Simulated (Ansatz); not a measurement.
`COc1ccc(-c2ccc(-c3ccc(-c4ccc(-c5ccc(C(F)=C(F)F)cc5)s4)s3)s2)cc1`, relaxed as a singlet with RKS PBE-D4/def2-SVP in Ansatz, starting from the GFN2-xTB geometry. Force threshold 0.03 eV/Å.

Single mean-field runs in def2-SVP are fitted with def2-universal-jkfit.

Start:

Cartesian coordinates in Å:
```
C -6.679 2.213 -9.120
O -5.859 1.155 -8.687
C -5.352 1.196 -7.427
C -4.490 0.152 -7.079
C -3.898 0.119 -5.840
C -4.141 1.122 -4.894
C -3.488 1.100 -3.606
C -3.687 1.924 -2.524
C -2.857 1.638 -1.436
C -2.004 0.584 -1.663
C -1.018 0.044 -0.794
C -0.188 -1.034 -1.004
C 0.688 -1.277 0.055
C 0.543 -0.391 1.098
C 1.270 -0.331 2.317
C 1.117 0.564 3.352
C 2.012 0.351 4.402
C 2.869 -0.705 4.199
C 3.938 -1.181 5.039
C 4.320 -0.488 6.195
C 5.376 -0.916 6.967
C 6.098 -2.059 6.612
C 7.246 -2.527 7.372
F 7.708 -3.755 7.040
C 7.932 -1.903 8.334
F 7.678 -0.685 8.798
F 8.981 -2.420 8.962
C 5.700 -2.776 5.478
C 4.645 -2.342 4.710
S 2.543 -1.461 2.660
S -0.712 0.770 0.759
S -2.242 -0.066 -3.260
C -5.019 2.149 -5.244
C -5.619 2.189 -6.488
H -6.915 1.995 -10.160
H -6.158 3.174 -9.060
H -7.607 2.267 -8.542
H -4.299 -0.617 -7.811
H -3.233 -0.695 -5.588
H -4.416 2.713 -2.508
H -2.870 2.180 -0.506
H -0.225 -1.620 -1.905
H 1.413 -2.073 0.069
H 0.379 1.347 3.336
H 2.020 0.956 5.290
H 3.791 0.405 6.484
H 5.638 -0.354 7.847
H 6.232 -3.672 5.200
H 4.357 -2.901 3.832
H -5.229 2.940 -4.542
H -6.290 3.002 -6.716
```

```json
{"step": "1", "energy (eV)": "-70883.2741", "largest force component (eV/Å)": "1.295", "SCF passes": "23"}
{"step": "2", "energy (eV)": "-70883.6440", "largest force component (eV/Å)": "0.522", "SCF passes": "22"}
{"step": "3", "energy (eV)": "-70883.6828", "largest force component (eV/Å)": "0.106", "SCF passes": "22"}
{"step": "4 (rejected)", "energy (eV)": "-70883.6814", "largest force component (eV/Å)": "0.278", "SCF passes": "20"}
{"step": "5", "energy (eV)": "-70883.6854", "largest force component (eV/Å)": "0.054", "SCF passes": "21"}
{"step": "6", "energy (eV)": "-70883.6895", "largest force component (eV/Å)": "0.012", "SCF passes": "21"}
{"step": "7", "energy (eV)": "-70883.6917", "largest force component (eV/Å)": "0.135", "SCF passes": "20"}
{"step": "8", "energy (eV)": "-70883.6925", "largest force component (eV/Å)": "0.076", "SCF passes": "16"}
{"step": "9", "energy (eV)": "-70883.6930", "largest force component (eV/Å)": "0.020", "SCF passes": "21"}
{"step": "10", "energy (eV)": "-70883.6933", "largest force component (eV/Å)": "0.016", "SCF passes": "20"}
{"step": "11", "energy (eV)": "-70883.6935", "largest force component (eV/Å)": "0.016", "SCF passes": "20"}
```

Force components are those of the run's own axes.

End:

Cartesian coordinates in Å:
```
C -6.8451 2.1847 -9.1849
O -5.9753 1.1444 -8.7805
C -5.4165 1.2117 -7.5429
C -4.5643 0.1436 -7.1849
C -3.9491 0.1226 -5.9362
C -4.1483 1.1633 -4.9922
C -3.5049 1.1466 -3.6807
C -3.7833 1.9159 -2.5511
C -2.9494 1.6289 -1.4439
C -2.0094 0.6293 -1.7003
C -1.0034 0.0747 -0.8306
C -0.1924 -1.0472 -1.0193
C 0.6912 -1.2925 0.0564
C 0.5788 -0.3645 1.0943
C 1.3093 -0.2896 2.3337
C 1.1090 0.5543 3.4292
C 2.0392 0.3492 4.4746
C 2.9713 -0.6551 4.2109
C 4.0667 -1.1375 5.0435
C 4.4817 -0.4155 6.1918
C 5.5281 -0.8603 6.9968
C 6.2219 -2.0585 6.6887
C 7.3297 -2.5835 7.4814
F 7.8788 -3.7415 7.0409
C 7.8952 -2.0729 8.6059
F 7.5071 -0.9513 9.2003
F 8.9059 -2.6435 9.2379
C 5.8141 -2.7840 5.5429
C 4.7631 -2.3339 4.7451
S 2.6798 -1.3392 2.6230
S -0.6390 0.8358 0.7056
S -2.1691 0.0620 -3.3499
C -4.9994 2.2265 -5.3709
C -5.6303 2.2576 -6.6202
H -7.1864 1.9292 -10.2052
H -6.3289 3.1708 -9.2138
H -7.7323 2.2671 -8.5172
H -4.4094 -0.6670 -7.9115
H -3.3041 -0.7309 -5.6742
H -4.5949 2.6550 -2.5208
H -3.0361 2.1210 -0.4650
H -0.2601 -1.6781 -1.9163
H 1.3940 -2.1364 0.0941
H 0.2947 1.2913 3.4663
H 2.0194 0.9090 5.4191
H 3.9813 0.5291 6.4493
H 5.8159 -0.2633 7.8712
H 6.3334 -3.7171 5.2863
H 4.4637 -2.9325 3.8705
H -5.1629 3.0646 -4.6777
H -6.2791 3.1079 -6.8694
```

By distances, no bond broke or formed. The bond that changes most is C17–H45, from 1.07 to 1.10 Å (atoms count from 1).

The force fell under the threshold at step 6, but the optimiser went on and released 0.004 eV more. No frequencies were taken in this run, so the end may be a saddle point.

Hardware: 2 threads of AMD EPYC 7R13 on a shared host and a share (18 GiB) of an NVIDIA H100 80GB HBM3. Wall time 81 s, peak host memory 1.1 GiB.
